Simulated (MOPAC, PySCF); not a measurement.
C$_{4}$H$_{12}$O$_{3}$Si, SMILES `COC([SiH3])(OC)OC`, neutral singlet in the gas phase. 

Cartesian coordinates (Å):
SMILES: COC(OC)(OC)[SiH3]
```xyz
20

C     -0.2198     2.0510     1.1677
O      0.6912     1.0594     0.7738
C      0.2184     0.0846    -0.0904
Si    -0.0633     0.7781    -1.8956
O     -0.9007    -0.4822     0.5303
C     -1.5869    -1.4489    -0.2149
O      1.2267    -0.8424    -0.2803
C      1.8107    -1.3728     0.8950
H     -0.6071     2.6218     0.3026
H      0.3271     2.7437     1.8210
H     -1.0749     1.6264     1.7161
H     -1.3303     1.5692    -1.9938
H      1.0920     1.6660    -2.2087
H     -0.1286    -0.3392    -2.8813
H     -2.3598    -1.8766     0.4378
H     -0.9162    -2.2556    -0.5566
H     -2.0874    -1.0120    -1.1006
H      2.4237    -2.2272     0.5797
H      2.4461    -0.6271     1.3958
H      1.0393    -1.7165     1.6024
```
Charge 0, spin multiplicity 1.

All levels are single points at this geometry (PBE0-D4/def2-SVP); Pople sets use spherical d functions. Orbital energies aren't observables, and empty levels follow the basis.

B3LYP/6-31G* in PySCF gives dipole (D) = 1.30.

Estimate the dipole (D) from each of these levels: PBE-D3(BJ)/def2-TZVP in PySCF; PBE0-D4/def2-TZVP in PySCF; B3LYP/3-21G in PySCF; B3LYP/LANL2DZ in PySCF; M06-2X/6-31G* in PySCF; PBE/6-31G* in PySCF; SVWN5/6-31G* in PySCF; PM6 in MOPAC.


```json
[
 {"level": "PBE-D3(BJ)/def2-TZVP in PySCF", "dipole (D)": "1.22"},
 {"level": "PBE0-D4/def2-TZVP in PySCF", "dipole (D)": "1.22"},
 {"level": "B3LYP/3-21G in PySCF", "dipole (D)": "1.48"},
 {"level": "B3LYP/LANL2DZ in PySCF", "dipole (D)": "1.59"},
 {"level": "M06-2X/6-31G* in PySCF", "dipole (D)": "1.28"},
 {"level": "PBE/6-31G* in PySCF", "dipole (D)": "1.32"},
 {"level": "SVWN5/6-31G* in PySCF", "dipole (D)": "1.35"},
 {"level": "PM6 in MOPAC", "dipole (D)": "1.84"}
]
```
